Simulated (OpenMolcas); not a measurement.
Ru2+: moving or changing the point charges

Ru2+ among 6 point charges of -1.7 e arranged as an octahedron (Oh), 2.1 Å from the ion.
```
   2.1000    0.0000    0.0000  -1.70
   0.0000    2.1000    0.0000  -1.70
  -2.1000    0.0000    0.0000  -1.70
   0.0000   -2.1000    0.0000  -1.70
   0.0000    0.0000    2.1000  -1.70
   0.0000    0.0000   -2.1000  -1.70
```

```json
{
 "Program": "OpenMolcas 26.06",
 "Method": "CASSCF",
 "Basis": "ANO-RCC-VDZP [6s5p3d1f]",
 "Scalar Hamiltonian": "DKH2, point nucleus",
 "Active space": "6 electrons in 5 orbitals (4d)",
 "State averaging": "2S+1 = 5 even, 5 roots; 2S+1 = 3 even, 45 roots; 2S+1 = 1 even, 50 roots",
 "Spin-orbit coupling": "RASSI with atomic mean-field integrals over the reference wave functions"
}
```

Runs around this geometry, states (labels of O, the rotations of Oh). Energies in cm-1 above the lowest state or level, χT in cm3 K/mol; under a threefold ground state the first gap can be a small split of the lowest multiplet, not the spin-orbit step.

```json
{"R (Å)": "2.1", "q (e)": "-1.36", "Ground state": "5T2", "First state of that spin": "5E 8264", "First gap with spin-orbit (degeneracies)": "386.5 (3, 2)", "χT at 300 K": "4.347", "First state of another spin": "3T1 11798"}
{"R (Å)": "1.97", "q (e)": "-1.7", "Ground state": "5T2", "First state of that spin": "5E 13570", "First gap with spin-orbit (degeneracies)": "338.7 (3, 2)", "χT at 300 K": "4.241", "First state of another spin": "1A1 5637"}
{"R (Å)": "2.1", "q (e)": "-1.7", "Ground state": "5T2", "First state of that spin": "5E 10349", "First gap with spin-orbit (degeneracies)": "375.3 (3, 2)", "χT at 300 K": "4.296", "First state of another spin": "3T1 10233"}
{"R (Å)": "2.33", "q (e)": "-1.7", "Ground state": "5T2", "First state of that spin": "5E 6591", "First gap with spin-orbit (degeneracies)": "386.7 (3, 2)", "χT at 300 K": "4.410", "First state of another spin": "3T1 13155"}
```

Taking the first state of the same spin as R^-n, n = -ln(6591 / 13570) / ln(2.33 / 1.97) = 4.3 between the shortest and longest distance.

Scaling the charges by -1.36 / -1.7 = 0.80 scales the first state of the same spin by 8264 / 10349 = 0.80; with fixed orbitals a first-order splitting would follow the charge.

An orbital triplet at a regular site is open to Jahn-Teller coupling, which can distort the site and quench the lowest spin-orbit gaps and is left out. Without dynamic correlation the repulsion within the d shell is too large (B by tens of per cent), so at a given field states of lower spin stand too high. Point charges give a weaker field than real ligands, and real ions of this kind are as a rule low spin; the high spin found here belongs to the model. This shell can be high or low spin here, a state of another spin lies low, and with metal d orbitals alone active their balance is uncertain, so the ground spin may be wrong (holds for R = 1.97, q = -1.7). This is an electrostatic model: the charges have no orbitals. No measured value stands beside these numbers.
